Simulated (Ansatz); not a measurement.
Na4⁻, relaxed as a quartet with UKS PBE0/def2-TZVPD in Ansatz, starting from the PBE0/def2-TZVPD geometry of the charge -1 doublet. Force threshold 0.02 eV/Å.

At PBE0/def2-TZVPD a doublet of charge -1 lies 0.57 eV below the quartet, each at its own geometry. The structure comes from a short search, and lower isomers may exist.

Start:

```xyz
4

Na    3.008   -0.034    0.188
Na   -0.575   -0.428   -0.162
Na   -3.261   -2.292   -0.904
Na    0.829    2.755    0.879
```

(1) Estimate the energy that the relaxation releases and the steps that it takes.

(2) Does the start keep its bonding and symmetry?

(3) Predict the relaxed structure.

Answers

(1) 1.7 kcal/mol, in 6 steps; 16 s on 4 threads of Intel Xeon Platinum 8259CL on a shared host. The force fell under the threshold at step 5, but the optimiser went on. No frequencies were taken in this run, so the end may be a saddle point.

(2) By distances, no bond broke or formed, bridged metal pairs apart. The bond that changes most is Na2–Na3, from 3.35 to 4.09 Å (atoms count from 1). Metal–metal contacts that move far: Na2–Na3 3.35 to 4.09 Å. Point group C2v at the start, Cs at the end, both within 0.05 Å.

(3) 
```csv
atom,x (Å),y (Å),z (Å)
Na1,3.1465,0.0290,0.2151
Na2,-0.3896,-0.3103,-0.1110
Na3,-3.6726,-2.5674,-1.0161
Na4,0.9157,2.8487,0.9120
```
Bond lengths (bridged metal pairs left out): 3 × Na–Na 3.57 to 3.66 Å.
